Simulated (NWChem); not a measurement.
Species: BHCl₂; SMILES ClBCl

```xyz
4

B      0.0000     0.0000    -0.7033
H      0.0000     0.0000    -1.9032
Cl     1.5101     0.0000     0.1594
Cl    -1.5101     0.0000     0.1594
```
Atoms are numbered in this order, from 1.

Coordinates come from a PBE0/def2-SVP optimisation.

Symmetry labels are those of C2v in the frame above (b1 and b2, or b-type labels, depend on it).

Task: List the 4 lowest vertical singlet excitations from PBE/aug-cc-pVDZ, TDA (NWChem).

Result: 
```tsv
state	energy (eV)	oscillator strength	symmetry	leading excitation (squared amplitude)
S1	5.26	0.000	a2	HOMO−1 → LUMO (1.00)
S2	5.28	0.001	b2	HOMO → LUMO (1.00)
S3	6.57	0.161	b1	HOMO−2 → LUMO (0.90)
S4	7.68	0.001	a1	HOMO → LUMO+1 (0.74)
```
